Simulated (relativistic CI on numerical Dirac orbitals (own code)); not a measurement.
## Slater and spin-orbit integrals, Ho²⁵⁺

Computed by Dirac-Coulomb-Breit CI, orbitals from a KLI potential per configuration, model QED (radiative potential, 1s self-energy scaled to tabulated hydrogen-like ionisation energies), unscaled Slater integrals (own radial code, finite nucleus).

Slater integrals F^k, G^k are unscaled and averaged over j, outside the closed core [Ar] 3d10; ζ comes from projecting the Hamiltonian with its Breit term on Σ l·s of the shell.

- 4s2 4p6 4d6: F^2(4d,4d) = 196170, F^4(4d,4d) = 133260, ζ(4d) = 31260 cm⁻¹; <r>(4d) = 0.5144, <r^2>(4d) = 0.3024 (bohr units).
- 4s2 4p5 4d7: ζ(4p) = 261110, F^2(4d,4d) = 196130, F^4(4d,4d) = 133230, F^2(4p,4d) = 199200, G^1(4p,4d) = 249480, G^3(4p,4d) = 159010, ζ(4d) = 31139 cm⁻¹; <r>(4p) = 0.5031, <r^2>(4p) = 0.2863, <r>(4d) = 0.5144, <r^2>(4d) = 0.3024 (bohr units).
- 4s2 4p6 4d5 4f: F^2(4d,4d) = 196080, F^4(4d,4d) = 133200, ζ(4d) = 31250, F^2(4d,4f) = 195120, F^4(4d,4f) = 127550, G^1(4d,4f) = 210260, G^3(4d,4f) = 142250, G^5(4d,4f) = 103730, ζ(4f) = 4520.7 cm⁻¹; <r>(4d) = 0.5147, <r^2>(4d) = 0.3027, <r>(4f) = 0.5006, <r^2>(4f) = 0.2863 (bohr units).

Task: Give the Racah parameters of the d shell in 4s2 4p6 4d6.

Result: B = F²/49 − 5F⁴/441 = 2493 cm⁻¹ and C = 35F⁴/441 = 10576 cm⁻¹.

Averages of the first 10 configurations, taken without configuration mixing, which lowers the lowest level and can move excited configurations by several eV; other configurations of the list can lie among them:

```
 Configuration  Parity  States  Average energy above the lowest level (eV)
   4s2 4p6 4d6    even     210                                        20.4
   4s2 4p5 4d7     odd     720                                       185.2
4s2 4p6 4d5 4f     odd    3528                                       188.8
   4s2 4p4 4d8    even     675                                       352.6
    4s 4p6 4d7    even     240                                       307.0
       4p6 4d8    even      45                                       597.4
 4s 4p6 4d6 4f     odd    5880                                       473.6
4s2 4p6 4d5 5s    even     504                                       299.7
    4s 4p5 4d8     odd     540                                       470.4
4s2 4p6 4d5 5d    even    2520                                       414.2
```
